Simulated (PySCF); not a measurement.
Radial density of Nb⁺ (niobium, charge +1)

UHF, [Kr] 4d4, high-spin 5D determinant. Calculation: PySCF 2.14, in ANO-RCC-VTZP (7s6p4d2f1g, 68 functions); scalar relativity by spin-free X2C-1e.

```csv
r (bohr),4πr²ρ (e/bohr),4πr²(ρα − ρβ)
0.0300,50.61,-0.0047
0.0505,43.28,-0.0093
0.0849,56.97,0.0026
0.143,57.43,0.1405
0.240,39.16,0.3567
0.404,45.78,0.1753
0.680,14.35,0.0993
1.14,10.26,1.6675
1.92,3.920,1.9530
3.23,0.5430,0.5044
5.44,0.02751,0.0275
9.15,7.373e-05,0.0001
```

Densities and radii are taken from the X2C orbitals without a picture-change correction, which distorts them close to the nucleus.

Problem. Where is the radial spin density 4πr²(ρα − ρβ) most negative, and why is it negative at all?

Solution. Around r = 0.0505 bohr, down to -0.0093 e/bohr: exchange with the open shell polarises the paired shells in an unrestricted calculation.
